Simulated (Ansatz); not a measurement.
One change: `[NH2][Ta](=[O])([OH])[F]` becomes `[NH2][Ta](=[O])([OH])[OH]`.

Ansatz, PBE0-D4/def2-TZVP geometries, multiplicity 1. Each molecule was computed in one conformer, which needn't be the lowest.

Elements past krypton have def2 core potentials.

```
                                          property  `[NH2][Ta](=[O])([OH])[F]`
    size of the dipole moment (PBE/def2-TZVPP) / D                        3.13
                LUMO energy (PBE0/def2-TZVPP) / eV                       -0.58
             HOMO–LUMO gap (B3LYP/def2-TZVPP) / eV                        7.24
size of the dipole moment (ωB97M-V/def2-TZVPP) / D                        3.26
  size of the dipole moment (B3LYP/def2-TZVPP) / D                        3.25
               HOMO–LUMO gap (PBE/def2-TZVPP) / eV                        5.40
```

Task: What does the change do to each property? (Estimate.)

Result: Ansatz gave: 
```csv
property,`[NH2][Ta](=[O])([OH])[OH]`,shift
size of the dipole moment (PBE/def2-TZVPP) / D,3.62,0.49
LUMO energy (PBE0/def2-TZVPP) / eV,-0.30,0.28
HOMO–LUMO gap (B3LYP/def2-TZVPP) / eV,7.12,-0.12
size of the dipole moment (ωB97M-V/def2-TZVPP) / D,3.85,0.59
size of the dipole moment (B3LYP/def2-TZVPP) / D,3.80,0.55
HOMO–LUMO gap (PBE/def2-TZVPP) / eV,5.42,0.02
```

With PBE0 the HOMO rises by 0.35 eV and the LUMO rises by 0.28 eV, so the gap narrows by about 0.07 eV. PBE moves the HOMO by 0.34 eV and ωB97M-V by 0.36 eV. The zero-point energy changes by 27.1 kJ/mol with +3 modes. Dipoles are sizes alone; their direction can turn.

B3LYP here is the variant with VWN-RPA as its local correlation; programs differ in this.
